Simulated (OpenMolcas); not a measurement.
Computed levels of 4s² 4p³ in ions with 33 electrons, in cm-1 above ⁴S°_3/2.

- Program: OpenMolcas 26.06
- Method: RASSCF
- Basis: ANO-R3
- Scalar Hamiltonian: X2C, finite nucleus
- Spin-orbit coupling: state interaction with AMFI integrals over the reference wave functions, term energies averaged over their components

Active space for each ion: 3 electrons in 9 orbitals (RAS2 4p; RAS3 4d 5s, at most 1 electron).

```tsv
Level	Se+	Kr3+
²D°_3/2	17496	21968
²D°_5/2	17900	23198
²P°_1/2	29581	38260
²P°_3/2	30121	39940
```

Problem. Estimate ²D°_3/2, ²D°_5/2 for Br2+ from its neighbours Se+ and Kr3+.

Solution. ²D°_3/2 is another term, which grows about linearly with the charge: (17496 + 21968) / 2 = 19732. The calculation gives 19920, so the estimate is off by -0.9 %.
²D°_5/2 is another term, which grows about linearly with the charge: (17900 + 23198) / 2 = 20549. The calculation gives 20665, so the estimate is off by -0.6 %.

With the s shell closed, the reference lacks s² → p² mixing. Without dynamic correlation excited terms often stand tens of per cent too high (terms of higher spin than the ground term too low), and those without a measured partner can miss by more than the paired ones (holds for Se+). Levels of configurations outside the active space are missing.

° marks odd parity.
